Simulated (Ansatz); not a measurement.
`[Cl][Ge]([Cl])([Cl])[SeH]` → 3 Cl• + Ge• + H• + Se•  (atomization)

Isolated molecules relaxed with PBE0-D4/def2-TZVP in Ansatz; ΔE leaves out vibrations. CCSD(T)/CBS is the MP2 limit (def2-TZVPP, def2-QZVPP) plus CCSD(T) − MP2 in def2-TZVPP, frozen cores. This one scheme is used for every species, atoms too. Functionals use def2-TZVPP. Open shells (•) are unrestricted, without spin–orbit coupling. Spin–orbit coupling would lower the free atoms: a little for Cl; clearly for Ge, Se. Bonds to Ge, Se are less sure, by a few kJ/mol each and by 10 to 20 or more in all where they break to atoms, as the def2 sets lack core-valence functions. Scalar relativity is left out up to krypton. Each species was taken in one conformer, which may not be the lowest.

```
             level  ΔE (eV)
       LDA (SPW92)    20.04
            B2PLYP    16.44
          PBE-QIDH    17.04
              PBE0    16.80
         CAM-B3LYP    16.25
SCS-MP2/def2-QZVPP    17.02
      HF/CBS(def2)    11.51
     MP2/CBS(def2)    17.78
```

(1) What does CCSD(T)/CBS give? (An estimate is asked.)

Largest T1 diagnostic among the species: 0.009.

Results:

(1) Computed: +17.06 eV. The listed levels differ from it by 2.98, -0.62, -0.02, -0.26, -0.81, -0.04, -5.55, 0.72 eV.

From r2SCAN to r2SCAN0 (25 % exact exchange), in def2-TZVPP and without D4, ΔE moves by −0.43 eV: exact exchange takes away binding that semilocal exchange gives to molecules. The D4 term adds +0.49 eV with B3LYP and +0.26 eV with PBE0; it sums over pairs of atoms, weighted by their polarisabilities, and B3LYP, whose exchange is more repulsive, gets the larger term.

B3LYP here is the variant with VWN-RPA as its local correlation; programs differ in this.

For atomizations the MP2-based limit and the directly extrapolated one differ by several kJ/mol either way, and by 10 to 25 for some Ge, Se and Sn compounds, so smaller differences from it don't rank the levels.
